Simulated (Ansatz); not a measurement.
Pt3W, relaxed as a quintet with UKS PBE-D4/def2-SVP in Ansatz, starting from the PBE-D4/def2-SVP geometry of the neutral singlet. Force threshold 0.02 eV/Å.

In the def2 sets Pt, W take a core potential; there is no spin–orbit coupling. The gap within one spin of the charge 0 quintet nearly closes, so an electron or hole may be smeared out by delocalisation error. At PBE-D4/def2-SVP a singlet of charge 0 lies 1.91 eV below the quintet, each at its own geometry. The structure comes from a short search, and lower isomers may exist.

Start:

```xyz
4

W     0.1389   -0.3366    0.1159
Pt   -0.4083   -0.7287   -2.0477
Pt    1.8882    1.0699    0.4251
Pt   -1.6188   -0.0046    1.5067
```

| step | energy (eV) | largest force component (eV/Å) | SCF passes |
| --- | --- | --- | --- |
| 1 | -11572.6048 | 1.565 | 108 |
| 2 | -11572.8224 | 0.800 | 45 |
| 3 | -11572.9286 | 0.124 | 43 |
| 4 | -11572.9837 | 0.340 | 45 |
| 5 | -11573.0329 | 0.129 | 94 |
| 6 | -11573.0382 | 1.098 | 76 |
| 7 | -11573.0853 | 0.215 | 56 |
| 8 | -11573.0909 | 0.070 | 53 |
| 9 | -11573.0922 | 0.102 | 61 |
| 10 (rejected) | -11573.0922 | 0.115 | 72 |
| 11 | -11573.0927 | 0.050 | 54 |
| 12 (rejected) | -11573.0923 | 0.221 | 64 |
| 13 | -11573.0930 | 0.042 | 62 |
| 14 (rejected) | -11573.0624 | 1.126 | 53 |
| 15 | -11573.0930 | 0.039 | 62 |
| 16 (rejected) | -11573.0865 | 0.534 | 52 |
| 17 | -11573.0931 | 0.029 | 78 |
| 18 (rejected) | -11573.0930 | 0.067 | 48 |
| 19 | -11573.0932 | 0.003 | 50 |

Force components are those of the run's own axes.

End:

```xyz
4

W    -0.025   -0.299   -0.377
Pt   -0.425   -1.096   -2.466
Pt    1.451    1.068    1.045
Pt   -1.001    0.327    1.797
```

Bonds formed: Pt3–Pt4 (atoms count from 1).

No frequencies were taken in this run, so the end may be a saddle point.

Hardware: 4 threads of Arm Neoverse N1 on a shared host. Wall time 2.6 min.
